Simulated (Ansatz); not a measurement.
# InH2F (SMILES [F][InH2]): methods side by side

The species is InH2F (4 atoms), meant as a singlet with charge 0. As SMILES, `[F][InH2]`. The shape is that of a PBE0-D4/def2-TZVP optimisation.

```jsonl
{"atom": "F", "x (Å)": "-1.6318", "y (Å)": "-0.6294", "z (Å)": "0.1886"}
{"atom": "In", "x (Å)": "0.1944", "y (Å)": "0.0523", "z (Å)": "-0.0263"}
{"atom": "H", "x (Å)": "1.3043", "y (Å)": "-0.9651", "z (Å)": "0.7679"}
{"atom": "H", "x (Å)": "0.1886", "y (Å)": "1.4819", "z (Å)": "-0.9504"}
```

Quantity: the energy change with the F1–In2 bond stretched from 1.961 to 3.922 Å, in eV. The values are calculated.

| level | kind | program | value (eV) | less FCI/STO-3G | CPU time (all runs) |
| --- | --- | --- | --- | --- | --- |
| HF/STO-3G (restricted) | Hartree–Fock | Ansatz | 8.86 | +4.84 | 0.94 s |
| revPBE/STO-3G (restricted) | GGA | Ansatz | 6.26 | +2.24 | 5.1 s |
| r2SCAN/STO-3G (restricted) | meta-GGA | Ansatz | 6.71 | +2.69 | 9.4 s |
| r2SCAN0/STO-3G (restricted) | hybrid meta-GGA | Ansatz | 7.25 | +3.23 | 8.5 s |
| wB97M-V/STO-3G (restricted) | range-separated hybrid | Ansatz | 7.76 | +3.74 | 36 s |
| B2PLYP/STO-3G (restricted) | double hybrid | Ansatz | 5.89 | +1.87 | 4.3 s |
| CCSDT(Q)/STO-3G (restricted) | coupled cluster or CI | Ansatz | 4.03 | +0.01 | 2.2 s |
| CCSDT/STO-3G (restricted) | coupled cluster or CI | Ansatz | 4.02 | 0.00 | 2.1 s |
| FCI/STO-3G | exact in the basis | Ansatz | 4.02 | 0.00 | 23 s |

FCI/STO-3G is exact within its basis and frozen core, so for wave-function methods in that basis the difference is their error; functionals converge differently with the basis, so for them it is only a difference. A spin-restricted reference rises too steeply as a bond breaks; here HF/STO-3G, revPBE/STO-3G, r2SCAN/STO-3G, r2SCAN0/STO-3G, wB97M-V/STO-3G, B2PLYP/STO-3G lie well above the multireference or unrestricted value. All-electron rows without a relativistic Hamiltonian named are non-relativistic. The first shape isn't each level's own minimum. The values span 4.02 to 8.86 eV. All rows use very small basis sets, so none should be taken for the real molecule's value. In the correlated wave-function rows the outer d shell of In is correlated, in sets not made for it. Times are those of the runs behind each value, whatever else they computed, on shared processors of several kinds: orders of magnitude only.
